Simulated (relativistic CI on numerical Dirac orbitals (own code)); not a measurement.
**Tm4+ (4f11) in a crystal field**

Calculated by Dirac-Coulomb-Breit CI, KLI orbitals optimised for each configuration, a model potential for QED, one configuration in a parametric crystal field, unscaled Slater integrals (own radial code). With so little scaling, terms lie 10 to 35 % too far apart, which can change the order of excited levels.

Field parameters in Wybourne normalisation; cubic f-shell fields have B⁴₄ = √(5/14) B⁴₀ and B⁶₄ = −√(7/2) B⁶₀. The field is a parameter set, without covalency.

S and J are read from ⟨S²⟩ = S(S + 1) and ⟨J²⟩ = J(J + 1) of each level; they are not fictitious spins.

D3h, B20 = 740, B40 = 240, B60 = -10, B66 = 1020 cm⁻¹, the lowest 10 levels:

| E (cm⁻¹) | Degeneracy | S | J |
| --- | --- | --- | --- |
| 0.0 | 2 | 1.48 | 7.50 |
| 26.8 | 2 | 1.48 | 7.50 |
| 61.6 | 2 | 1.48 | 7.50 |
| 295 | 2 | 1.48 | 7.50 |
| 364 | 2 | 1.48 | 7.50 |
| 435 | 2 | 1.48 | 7.50 |
| 438 | 2 | 1.48 | 7.50 |
| 442 | 2 | 1.48 | 7.50 |
| 7689 | 2 | 1.49 | 6.50 |
| 7710 | 2 | 1.49 | 6.50 |

Principal g values of the ground doublet: 1.12, 8.89, 8.89.

D3d, B20 = 690, B40 = -230, B43 = 1000, B60 = -700, B63 = 70, B66 = -160 cm⁻¹, the lowest 10 levels:

```
E (cm⁻¹)  Degeneracy  Irrep     S     J
     0.0           2     Γ4  1.48  7.50
    25.5           2  Γ5+Γ6  1.48  7.50
    45.4           2     Γ4  1.48  7.50
     163           2  Γ5+Γ6  1.48  7.50
     215           2     Γ4  1.48  7.50
     235           2  Γ5+Γ6  1.48  7.50
     297           2     Γ4  1.48  7.50
     402           2     Γ4  1.48  7.50
    7618           2     Γ4  1.49  6.50
    7628           2     Γ4  1.49  6.50
```

Principal g values of the ground doublet: 4.47, 7.43, 7.43.

Oh, B40 = 2610, B60 = 780 cm⁻¹, the lowest 10 levels:

| E (cm⁻¹) | Degeneracy | Irrep | S | J |
| --- | --- | --- | --- | --- |
| 0.0 | 2 | Γ7 | 1.48 | 7.50 |
| 170 | 4 | Γ8 | 1.48 | 7.50 |
| 337 | 4 | Γ8 | 1.48 | 7.50 |
| 644 | 2 | Γ6 | 1.48 | 7.50 |
| 911 | 4 | Γ8 | 1.48 | 7.50 |
| 7808 | 2 | Γ7 | 1.49 | 6.50 |
| 7825 | 2 | Γ6 | 1.49 | 6.50 |
| 7843 | 4 | Γ8 | 1.49 | 6.49 |
| 8137 | 4 | Γ8 | 1.49 | 6.50 |
| 8246 | 2 | Γ7 | 1.49 | 6.50 |

Principal g values of the ground doublet: 6.83, 6.83, 6.83.

The next free-ion level lies 7542 cm⁻¹ above the lowest; the field splits the ground level into components whose J stays near 15/2 as long as their spread is small against that gap.

Levels of this model without a field, named by their leading LS term: 4I°_15/2 0, 4I°_13/2 7542, 4I°_11/2 11995, 4I°_9/2 15004, 4F°_9/2 20392, 2H°_11/2 24441, 4S°_3/2 25411, 4F°_7/2 27398 cm⁻¹.
